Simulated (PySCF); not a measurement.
Delta-SCF ions had no search for a lower state. 

Cartesian coordinates (Å):
```xyz
4

F      1.5004    -0.7851    -0.0036
Ga    -0.0064     0.1059     0.0006
F     -1.3947    -0.9603    -0.0053
H     -0.0993     1.6395     0.0084
```
Charge 0, spin multiplicity 1.

Task: Estimate the HOMO, LUMO and vertical ionisation energy (Delta-SCF) that PBE-D3(BJ)/def2-TZVP // B3LYP-D3(BJ)/def2-TZVP in PySCF returns for this input.

Result: 
| Quantity | Value |
|---|---|
| HOMO | -8.70 eV |
| LUMO | -2.19 eV |
| vertical ionisation energy (Delta-SCF) | 12.42 eV |
